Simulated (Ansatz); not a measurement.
Total energies of `FC(Cl)CBr`.

Cartesian coordinates in Å:
```
F -0.952 0.592 1.335
C 0.142 0.075 0.731
Cl 0.506 -1.510 1.460
C -0.101 -0.128 -0.738
Br -0.335 1.576 -1.628
H 0.995 0.723 0.935
H 0.752 -0.617 -1.200
H -1.006 -0.711 -0.896
```

Charge 0, multiplicity 1. Correlated methods include outer-core shells of Br, which these sets cover unevenly. Scalar relativity is left out up to krypton. Geometry: relaxed with PBE0-D4/def2-TZVP. It is one conformer, not always the lowest. Basis def2-TZVPP, Ansatz 0.2.0.

RPA on PBE orbitals: Hartree–Fock energy of these orbitals -3208.85695 Eh, correlation -1.63823 Eh (frozen core).

```csv
functional,energy without D4 (Eh),D4 term (kJ/mol)
LDA (SPW92),-3205.90585,–
PBE,-3211.53388,-18.4
revPBE,-3211.94124,-58.2
BLYP,-3212.27895,-41.2
r2SCAN,-3212.17212,-4.4
B97M-V,-3211.68734,–
PBE0,-3211.66793,-15.5
B3LYP,-3212.34772,-29.9
r2SCANh,-3212.16105,-4.7
r2SCAN0,-3212.14584,-5.2
HSE06 (plane-wave form),-3211.65632,-14.4
BHLYP,-3212.20715,-22.3
CAM-B3LYP,-3212.37746,-15.7
LC-ωPBE,-3211.72070,–
ωB97X-V,-3211.94698,–
ωB97M-V,-3212.07881,–
B2PLYP,-3211.66667,–
PBE-QIDH,-3211.25248,–
```

B3LYP takes the VWN-RPA correlation (the form of Gaussian; ORCA's B3LYP/G). HSE06 is the plane-wave form, built on full-range PBE exchange. The double hybrids freeze the cores in their second-order part.

LC-ωPBE has ω = 0.4 bohr⁻¹.
